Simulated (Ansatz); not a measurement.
# Nudged elastic band run: CH5AlFNS

Input:

```yaml
crystal:
  periodic: [false, false, false]
  atoms:
    - { symbol: "N", position_ang: [-0.801387, -0.961729, -1.157334] }
    - { symbol: Al, position_ang: [0.184623, -0.320484, 0.179473] }
    - { symbol: S, position_ang: [1.376252, -1.636751, 1.505941] }
    - { symbol: C, position_ang: [0.197542, 1.650942, 0.47081] }
    - { symbol: F, position_ang: [-0.636731, 2.238216, -0.518614] }
    - { symbol: H, position_ang: [-1.349204, -0.346861, -1.766418] }
    - { symbol: H, position_ang: [-0.920204, -1.935701, -1.444009] }
    - { symbol: H, position_ang: [1.000912, -2.784701, 0.869974] }
    - { symbol: H, position_ang: [-0.183871, 1.946693, 1.47603] }
    - { symbol: H, position_ang: [1.215069, 2.099276, 0.387147] }
basis:
  gaussian: { orbitals: def2-SVP }
hamiltonian:
  xc: blyp
  dispersion: d4
neb:
  order_check: false
  images: 8
  f_tol: 0.05
  max_iterations: 60
  initial_path: idpp
  climbing: false
  final_atoms:
    - { symbol: "N", position_ang: [-1.00009299, -0.90964005, -1.39416614] }
    - { symbol: Al, position_ang: [0.05206515, -0.51840003, -0.01393098] }
    - { symbol: S, position_ang: [1.06988147, -2.1785591, 1.04610079] }
    - { symbol: C, position_ang: [0.25754499, 1.39643988, 0.51074113] }
    - { symbol: F, position_ang: [-0.51200419, 2.18117881, -0.38721578] }
    - { symbol: H, position_ang: [-1.19866518, -1.83646987, -1.77749794] }
    - { symbol: H, position_ang: [-1.4993923, -0.1933097, -1.92860712] }
    - { symbol: H, position_ang: [1.69083936, -1.34126579, 1.92633256] }
    - { symbol: H, position_ang: [-0.0928317, 1.60142744, 1.54992309] }
    - { symbol: H, position_ang: [1.31565639, 1.74749841, 0.47132038] }
```

Run as:

```bash
$ ansatz run input.yaml --threads 2 --pin off --max-ram 3072MiB --backend cpu --events-out ev --progress --plain --runs-dir out
```

Output, in part (warnings, iteration lines, the closing report on the highest movable image, with atoms numbered from 0):

```
NEB end point (image 0): max|allowed force component| = 2.088e-3 eV/Å (the criterion of neb.relax_end_points is 1.000e-2)
NEB end point (image 9): max|allowed force component| = 6.639e-3 eV/Å (the criterion of neb.relax_end_points is 1.000e-2)
NEB iter   1: max|band force component| = 1.076e0 eV/Å  barrier→ = 0.7303 eV  barrier← = 0.7384 eV  Δτ_max = 0.2000 Å  (296 SCF iters)
NEB iter   2: max|band force component| = 4.229e-1 eV/Å  barrier→ = 0.6066 eV  barrier← = 0.6146 eV  Δτ_max = 0.1994 Å  (234 SCF iters)
NEB iter   3: max|band force component| = 3.535e-1 eV/Å  barrier→ = 0.5002 eV  barrier← = 0.5083 eV  Δτ_max = 0.1994 Å  (270 SCF iters)
NEB iter   4: max|band force component| = 5.949e-1 eV/Å  barrier→ = 0.3986 eV  barrier← = 0.4067 eV  Δτ_max = 0.0997 Å  (266 SCF iters)
NEB iter   5: max|band force component| = 4.593e-1 eV/Å  barrier→ = 0.3508 eV  barrier← = 0.3589 eV  Δτ_max = 0.1002 Å  (239 SCF iters)
NEB iter   6: max|band force component| = 2.313e-1 eV/Å  barrier→ = 0.3215 eV  barrier← = 0.3295 eV  Δτ_max = 0.1980 Å  (236 SCF iters)
NEB iter   7: max|band force component| = 1.826e-1 eV/Å  barrier→ = 0.3078 eV  barrier← = 0.3159 eV  Δτ_max = 0.1962 Å  (242 SCF iters)
NEB iter   8: max|band force component| = 1.913e-1 eV/Å  barrier→ = 0.3031 eV  barrier← = 0.3111 eV  Δτ_max = 0.0988 Å  (239 SCF iters)
NEB iter   9: max|band force component| = 1.659e-1 eV/Å  barrier→ = 0.3006 eV  barrier← = 0.3086 eV  Δτ_max = 0.0999 Å  (245 SCF iters)
NEB iter  10: max|band force component| = 1.215e-1 eV/Å  barrier→ = 0.2972 eV  barrier← = 0.3052 eV  Δτ_max = 0.0998 Å  (244 SCF iters)
NEB iter  11: max|band force component| = 7.053e-2 eV/Å  barrier→ = 0.2903 eV  barrier← = 0.2984 eV  Δτ_max = 0.0997 Å  (241 SCF iters)
NEB iter  12: max|band force component| = 8.444e-2 eV/Å  barrier→ = 0.2791 eV  barrier← = 0.2871 eV  Δτ_max = 0.0497 Å  (241 SCF iters)
NEB iter  13: max|band force component| = 7.528e-2 eV/Å  barrier→ = 0.2735 eV  barrier← = 0.2816 eV  Δτ_max = 0.0286 Å  (245 SCF iters)
NEB iter  14: max|band force component| = 7.198e-2 eV/Å  barrier→ = 0.2760 eV  barrier← = 0.2841 eV  Δτ_max = 0.0248 Å  (241 SCF iters)
NEB iter  15: max|band force component| = 5.427e-2 eV/Å  barrier→ = 0.2770 eV  barrier← = 0.2851 eV  Δτ_max = 0.0227 Å  (236 SCF iters)
NEB iter  16: max|band force component| = 2.922e-2 eV/Å  barrier→ = 0.2768 eV  barrier← = 0.2849 eV  Δτ_max = 0.0000 Å  (468 SCF iters)
Total energy: -22748.57374954 eV, -835.9946657583 hartree
Atom 0 at    -1.046787    -1.077136    -1.022827 Å, force    -0.011955     0.012317     0.018065 eV/Å
Atom 1 at     0.083381    -0.319515     0.158689 Å, force     0.000655    -0.001833    -0.006345 eV/Å
Atom 2 at     1.111371    -1.603699     1.636177 Å, force     0.036410    -0.007052    -0.026679 eV/Å
Atom 3 at     0.515567     1.625319     0.302426 Å, force    -0.002998    -0.002447     0.013130 eV/Å
Atom 4 at    -0.099445     2.342182    -0.750978 Å, force    -0.011477     0.004644     0.000791 eV/Å
Atom 5 at    -2.011131    -0.745335    -1.125398 Å, force     0.001514     0.095200    -0.045557 eV/Å
Atom 6 at    -0.733074    -1.414597    -1.938426 Å, force     0.011921    -0.102990     0.030899 eV/Å
Atom 7 at     0.443548    -2.719739     1.223540 Å, force    -0.000230    -0.002984     0.000378 eV/Å
Atom 8 at     0.199665     2.074613     1.273445 Å, force    -0.009751     0.006122     0.009094 eV/Å
Atom 9 at     1.619904     1.786808     0.246352 Å, force    -0.014090    -0.000976     0.006223 eV/Å
Dipole moment:    -0.145935    -0.168198    -0.144669 e Å
```

The forces met the threshold. The profile has 2 maxima (images 2, 7) with wells between them (image 5): this band takes more than one step, which may be the mechanism or a detour left from its start path. No image climbed, so the highest image needn't sit at the top of the path.

Final band (atoms are numbered from 1 in the order of the input):

```
image  path coordinate (Å)  energy (kJ/mol)  height of N1 over the plane of its neighbours (Å)
    0                 0.00              0.0                                               0.00
    1                 0.77              8.7                                               0.07
    2                 1.54             26.7                                               0.21
    3                 2.31             25.5                                               0.19
    4                 3.07              7.0                                               0.05
    5                 3.84              1.0                                              -0.01
    6                 4.61              6.8                                               0.02
    7                 5.38              9.1                                               0.00
    8                 6.15              2.7                                              -0.01
    9                 6.92             -0.8                                               0.00
```

Time of the run: 2 min on 2 threads of Intel(R) Xeon(R) 6975P-C (Granite Rapids) (shared host), peak memory 0.16 GiB.
